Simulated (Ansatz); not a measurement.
Molecule: C₂H₅F₂Si (charge 0, doublet). It need not be the lowest isomer of its formula. 
Structure (B3LYP-D3(BJ)/def2-TZVP (Ansatz, a first-principles code) minimum search):
SMILES: [CH2][Si](C)(F)F
```xyz
10

Si    -0.0357     0.0139    -0.0021
F     -0.0241     1.2209     1.0483
F     -0.0918     0.6690    -1.4608
C     -1.5596    -0.9646     0.2525
C      1.5532    -0.9176     0.1614
H     -2.0006    -1.1126     1.2316
H     -2.0741    -1.4647    -0.5599
H      1.6473    -1.3517     1.1586
H      1.6044    -1.7283    -0.5678
H      2.4043    -0.2536    -0.0044
```
Charge 0, spin multiplicity 2.

Quantity: atomisation energy (electronic, to ground-state atoms), in kJ/mol. Correlated levels leave the core frozen unless marked. UHF or UKS for open shells. No spin-orbit coupling. No relativistic terms. The coupled-cluster limit lacks core correlation, which all-electron functionals hold. CBS(X,Y): correlation extrapolated as X^-3; Hartree-Fock from the larger set.

| level | program | atomisation energy (kJ/mol) |
|---|---|---|
| CAM-B3LYP-D3(BJ)/def2-TZVPD | Ansatz + dftd3 | 3992.3 |
| CAM-B3LYP/def2-TZVPD | Ansatz | 3978.2 |
| LC-wPBE-D4/def2-TZVPD | Ansatz + dftd4 | 3995.0 |
| SCS-MP2/6-31G | Ansatz | 3266.5 |
| CCSD(T)/CBS(cc-pV(T+d)Z,cc-pV(Q+d)Z) | Ansatz | ___ |

Q: Some entries are withheld; supply them.

A: 
- CCSD(T)/CBS(cc-pV(T+d)Z,cc-pV(Q+d)Z), atomisation energy (kJ/mol): 3989.1
